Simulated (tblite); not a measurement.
Compound: C₅H₁₂GeN₂.
Bonds: C1–C2 (double), C2–N3, N3–C4, C4–C5, C5–C6, C6–N7, N7–Ge8, N3–N7. Hydrogens: H9, H10 on C1; H11 on C2; H12, H13 on C4; H14, H15 on C5; H16, H17 on C6; H18, H19, H20 on Ge8.

Computed with GFN2-xTB (tblite), gas phase: L-BFGS steps from a force-field or distance-geometry start until the largest atomic force falls under 0.01 eV/Å.

Geometry at step 14:
```
atom  x, y, z in Å
C1      2.4583   -1.4917   -0.4225
C2      1.2012   -1.3480   -0.0092
N3      0.4771   -0.1845    0.0315
C4      1.0901    1.1015   -0.2403
C5     -0.0874    2.0397   -0.5055
C6     -1.2694    1.1122   -0.8282
N7     -0.8864   -0.2377   -0.4430
Ge8    -2.0440   -1.2797    0.5628
H9      3.0041   -0.7362   -0.9602
H10     3.0079   -2.3821   -0.1867
H11     0.6403   -2.1979    0.3781
H12     1.7492    1.0520   -1.1201
H13     1.6859    1.4178    0.6380
H14     0.1123    2.7140   -1.3409
H15    -0.3326    2.6242    0.3833
H16    -1.5139    1.0891   -1.8992
H17    -2.1702    1.4380   -0.2987
H18    -1.7761   -2.6923    0.1925
H19    -3.3875   -0.8826    0.0717
H20    -1.9643   -1.1451    2.0515
```

Task: What forces act on the atoms?

Result: 
```json
{"atom": "C1", "Fx (eV/Å)": "0.101", "Fy (eV/Å)": "-0.022", "Fz (eV/Å)": "0.129"}
{"atom": "C2", "Fx (eV/Å)": "-0.063", "Fy (eV/Å)": "-0.001", "Fz (eV/Å)": "-0.195"}
{"atom": "N3", "Fx (eV/Å)": "0.163", "Fy (eV/Å)": "0.057", "Fz (eV/Å)": "0.136"}
{"atom": "C4", "Fx (eV/Å)": "-0.081", "Fy (eV/Å)": "-0.096", "Fz (eV/Å)": "-0.144"}
{"atom": "C5", "Fx (eV/Å)": "-0.235", "Fy (eV/Å)": "0.014", "Fz (eV/Å)": "-0.036"}
{"atom": "C6", "Fx (eV/Å)": "-0.149", "Fy (eV/Å)": "-0.032", "Fz (eV/Å)": "-0.081"}
{"atom": "N7", "Fx (eV/Å)": "0.047", "Fy (eV/Å)": "-0.099", "Fz (eV/Å)": "0.315"}
{"atom": "Ge8", "Fx (eV/Å)": "0.181", "Fy (eV/Å)": "0.158", "Fz (eV/Å)": "-0.134"}
{"atom": "H9", "Fx (eV/Å)": "0.013", "Fy (eV/Å)": "0.137", "Fz (eV/Å)": "0.265"}
{"atom": "H10", "Fx (eV/Å)": "-0.042", "Fy (eV/Å)": "-0.174", "Fz (eV/Å)": "-0.183"}
{"atom": "H11", "Fx (eV/Å)": "0.084", "Fy (eV/Å)": "0.073", "Fz (eV/Å)": "0.086"}
{"atom": "H12", "Fx (eV/Å)": "-0.057", "Fy (eV/Å)": "0.053", "Fz (eV/Å)": "0.072"}
{"atom": "H13", "Fx (eV/Å)": "-0.185", "Fy (eV/Å)": "-0.197", "Fz (eV/Å)": "-0.347"}
{"atom": "H14", "Fx (eV/Å)": "0.001", "Fy (eV/Å)": "-0.008", "Fz (eV/Å)": "0.187"}
{"atom": "H15", "Fx (eV/Å)": "0.136", "Fy (eV/Å)": "0.028", "Fz (eV/Å)": "-0.060"}
{"atom": "H16", "Fx (eV/Å)": "0.166", "Fy (eV/Å)": "0.138", "Fz (eV/Å)": "0.009"}
{"atom": "H17", "Fx (eV/Å)": "0.029", "Fy (eV/Å)": "0.041", "Fz (eV/Å)": "-0.065"}
{"atom": "H18", "Fx (eV/Å)": "0.022", "Fy (eV/Å)": "-0.123", "Fz (eV/Å)": "-0.044"}
{"atom": "H19", "Fx (eV/Å)": "-0.145", "Fy (eV/Å)": "0.018", "Fz (eV/Å)": "-0.020"}
{"atom": "H20", "Fx (eV/Å)": "0.014", "Fy (eV/Å)": "0.037", "Fz (eV/Å)": "0.110"}
```

The largest, 0.44 eV/Å, acts on H13; the rms over all components is 0.127 eV/Å. The forces sum to zero within rounding, as they must for an isolated molecule in no field.

Task: Give the force on H13 in Eh/bohr and in nN.

Result: 0.440 eV/Å ÷ 51.422 = 0.00855 Eh/bohr, and 0.440 eV/Å × 1.602 = 0.70 nN.

Task: How far is this geometry from the end of the optimisation?

Result: 0.409 eV above it, and 0.745 Å rms away after alignment. The bonds farthest from their final lengths, with half the difference of the two atoms' forces along the bond (positive lengthens):

```json
{"bond": "N3–N7", "now (Å)": "1.445", "final (Å)": "1.427", "force along bond (eV/Å)": "+0.03"}
{"bond": "N7–Ge8", "now (Å)": "1.854", "final (Å)": "1.840", "force along bond (eV/Å)": "-0.24"}
{"bond": "C4–H13", "now (Å)": "1.107", "final (Å)": "1.094", "force along bond (eV/Å)": "-0.12"}
{"bond": "Ge8–H19", "now (Å)": "1.485", "final (Å)": "1.495", "force along bond (eV/Å)": "+0.11"}
{"bond": "N3–C4", "now (Å)": "1.450", "final (Å)": "1.461", "force along bond (eV/Å)": "-0.09"}
{"bond": "Ge8–H20", "now (Å)": "1.497", "final (Å)": "1.507", "force along bond (eV/Å)": "+0.11"}
```

The angle farthest from its final value is C5–C6–N7, 107.6° against 103.5°.

Of the 6 listed bonds off by 0.010 Å or more, this force points towards the final length in 4.

The cost below is that of the whole relaxation. Hardware: an Arm Neoverse V2 with one thread (shared host). Cost: 1.1 s of wall time.
